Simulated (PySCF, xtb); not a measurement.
Hf(Cl)3(OSiH3) (Cl3H3HfOSi), SMILES [Cl][Hf]([O][SiH3])([Cl])[Cl], multiplicity 1. Other conformers were not sampled.

Harmonic wavenumbers (cm⁻¹) from GFN2-xTB run with xtb 6.7.1 at its own minimum, in rising order: 38, 50, 52, 66, 77, 86, 117, 122, 274, 319, 323, 433, 588, 611, 751, 761, 807, 894, 2028, 2212, 2280.

Problem. What does PBE-D3(BJ)/def2-SVP run with PySCF give at its own minimum? (An estimate is asked for; the answer gives what the named calculation found.)

Solution. 15, 37, 37, 91, 92, 92, 168, 168, 355, 381, 381, 386, 693, 693, 912, 912, 920, 1002, 2181, 2193, 2193. Paired by order, the mean absolute difference is 68 cm⁻¹ and the zero-point energies are 18.4 and 19.9 kcal/mol.
